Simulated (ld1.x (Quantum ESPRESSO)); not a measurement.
**Ce, PAW: configuration errors across variants**

cerium, PAW, made with ld1.x (Quantum ESPRESSO) 7.5 (PBE, scalar-relativistic). Core [Kr] 4d10, reference 4f1 5s2 5p6 5d1 6s1.5 6p0.5. Waves: 5s (bound): rcut 1.95, rcutus 2.00 bohr; 6s (bound): rcut 1.95, rcutus 2.00 bohr; 5p (bound): rcut 2.30, rcutus 2.50 bohr; 6p (bound): rcut 2.30, rcutus 2.50 bohr; 5d (bound): rcut 2.30, rcutus 2.60 bohr; 5d channel at 1.2 Ry: rcut 2.30, rcutus 2.60 bohr; 4f (bound): rcut 1.20, rcutus 1.60 bohr; 4f channel at 3.1 Ry: rcut 1.20, rcutus 1.60 bohr. Local part: all-electron potential smoothed inside 2.20 bohr (lloc = -1). Core correction: a·sin(br)/r model core inside 0.80 bohr. Augmentation charge: PSQ, radius 1.20 bohr.

All-electron excitation energies from the reference (eV): (1) 4f1 5s2 5p6 5d1 6s2 6p0 -1.211; (2) 4f1 5s2 5p6 5d1 6s1 6p0 4.859; (3) 4f1 5s2 5p6 5d1 6s0 6p0 15.940; (4) 4f1 5s2 5p6 5d1 6s0 6p2 3.787; (5) 4f1 5s2 5p6 5d1 6s1 6p1 1.238; (6) 4f1 5s1 5p6 5d1 6s2 6p0 44.524; (7) 4f1 5s2 5p6 5d0 6s2 6p0 5.193.

The overlap operator is not positive definite (basis up to 400 Ry) in “base”, “core correction a·sin(br)/r model core, default radius (ld1.x builds one for every PAW set, though the input has nlcc=.false.)”, “local potential all-electron potential smoothed inside 1.16 bohr (lloc = -1)”, “waves 5p (bound): rcut 2.30, rcutus 2.88 bohr; 6p (bound): rcut 2.30, rcutus 2.88 bohr”, “local potential all-electron potential smoothed inside 1.35 bohr (lloc = -1)”. Such files are unfit for use, however small their errors in these radial tests.

1 further variants failed, have other tests or too few solved ones, and are left out.

A true bound ghost makes a file unfit for plane-wave use even where its test errors are small: the radial tests pick states by their node count and pass the ghost by.

Errors AE − PS in meV (a dash: test not solved or not reliable):

| change | (1) | (2) | (3) | (4) | (5) | (6) | (7) | bound ghosts |
| --- | --- | --- | --- | --- | --- | --- | --- | --- |
| base | +0.1 | -1.1 | -3.3 | -0.4 | -0.1 | -18 | +1.2 | not determined (overlap not positive) |
| waves 5d (bound): rcut 2.30, rcutus 3.96 bohr; 5d channel at 1.2 Ry: rcut 2.30, rcutus 3.96 bohr | +0.1 | -0.9 | -2.1 | -0.2 | -0.1 | -21 | +3.4 | none |
| core correction a·sin(br)/r model core, default radius (ld1.x builds one for every PAW set, though the input has nlcc=.false.) | +0.1 | -1.3 | -4.3 | -0.8 | -0.1 | -17 | -0.7 | not determined (overlap not positive) |
| local potential all-electron potential smoothed inside 1.16 bohr (lloc = -1) | +0.1 | -1.1 | -4.3 | -0.6 | -0.1 | -160 | -3.9 | s (p, d not tested, overlap not positive) |
| waves 5p (bound): rcut 2.30, rcutus 2.88 bohr; 6p (bound): rcut 2.30, rcutus 2.88 bohr | +0.1 | -1.1 | -3.2 | -0.3 | -0.1 | +42 | +4.3 | not determined (overlap not positive) |
| local potential all-electron potential smoothed inside 1.35 bohr (lloc = -1) | +0.1 | -1.1 | -3.1 | -0.3 | -0.1 | +3.5 | +1.2 | s (p, d not tested, overlap not positive) |

**Question.** Give the same row for: all radii but the core radius scaled by about 0.96 (s 1.92, p 2.42, d 2.50, f 1.54 bohr, rcut 1.88/2.22/2.22/1.16); local potential all-electron potential smoothed inside 2.12 bohr (lloc = -1); augmentation PSQ, radius 1.16 bohr.

**Answer.** +0.1, -1.0, -3.0, -0.3, -0.1, -19, +1.1; bound ghosts: none.
